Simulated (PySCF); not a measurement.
Compound: C₃H₇FOSi.
SMILES with atom numbers: `[CH3:1][O:2][C@@H:3]1[SiH2:4][C@H:5]1[F:6]` (hydrogens: H7, H8, H9 on C1; H10 on C3; H11, H12 on Si4; H13 on C5)

A linear-response calculation (PySCF, def2-SVPD basis, gas phase, vertical, core orbitals frozen in the response) gave these numbers; the functional is withheld.

Orbital energies (eV): HOMO-3 -11.48, HOMO-2 -10.13, HOMO-1 -8.95, HOMO -8.51, LUMO 0.78, LUMO+1 1.41, LUMO+2 1.50.

| state | E (eV) | f | main configurations (H = HOMO, L = LUMO) |
| --- | --- | --- | --- |
| S1 | 6.32 | 0.073 | H→L (70%), H→L+3 (13%), H-1→L (8%) |
| S2 | 6.45 | 0.017 | H→L+3 (60%), H→L+2 (11%), H→L (9%) |
| S3 | 6.60 | 0.109 | H-1→L (73%), H→L (14%) |
| S4 | 6.88 | 0.0030 | H→L+1 (55%), H→L+4 (32%) |
| S5 | 6.97 | 0.0005 | H-1→L+3 (76%) |
| S6 | 7.19 | 0.021 | H→L+2 (62%), H→L+5 (13%), H→L+3 (8%) |

Triplets, Tamm–Dancoff:

```tsv
state	E (eV)	λ (nm)	main configurations (H = HOMO, L = LUMO)
T1	5.01	247.5	H→L (80%), H-1→L (9%)
T2	5.92	209.4	H→L+3 (68%), H→L+2 (14%)
T3	6.00	206.6	H-1→L (64%)
T4	6.56	188.9	H→L+4 (26%), H→L+1 (23%), H→L+2 (10%)
```

Vertical ionisation energy by ΔSCF with the same functional: 9.31 eV. Mean static polarisability: 70.1 au.

Task: Which of these was used?
A. PBE
B. HF
C. PBE0
D. CAM-B3LYP

Result: D. CAM-B3LYP is range-separated, 19% exact exchange at short range and 65% at long range (ω = 0.33 bohr⁻¹). In this run −ε(HOMO) = 8.51 eV differs from the ΔSCF value by -0.80 eV, and S1 differs from the orbital gap of 9.30 eV by -2.97 eV. The ratio −ε(HOMO)/IP is 0.91. Small neutral molecules mostly give 0.85 to 0.93 with CAM-B3LYP, 0.5 to 0.7 with PBE, 0.7 to 0.83 with PBE0; with Hartree–Fock the ratio is 1 or more (Koopmans' value less the relaxation energy is the ΔSCF value). The other options: PBE, a GGA without exact exchange; HF, time-dependent Hartree–Fock, 100% exact exchange; PBE0, a global hybrid with 25% exact exchange.

Method used: TDDFT CAM-B3LYP/def2-SVPD, vertical, gas phase, core orbitals frozen in the response (PySCF 2.14.0, density-fitted response routines). The structure is a single PBE0-D3(BJ)/def2-SVP conformer in the gas phase; no vibrational or solvent corrections.

Conformer computed: `[CH3:1][O:2][C@@H:3]1[SiH2:4][C@H:5]1[F:6]`: C1–O2–C3–Si4 158°.

Without π bonds the low states are Rydberg-like; a valence basis with one diffuse set may place them up to an eV too high.
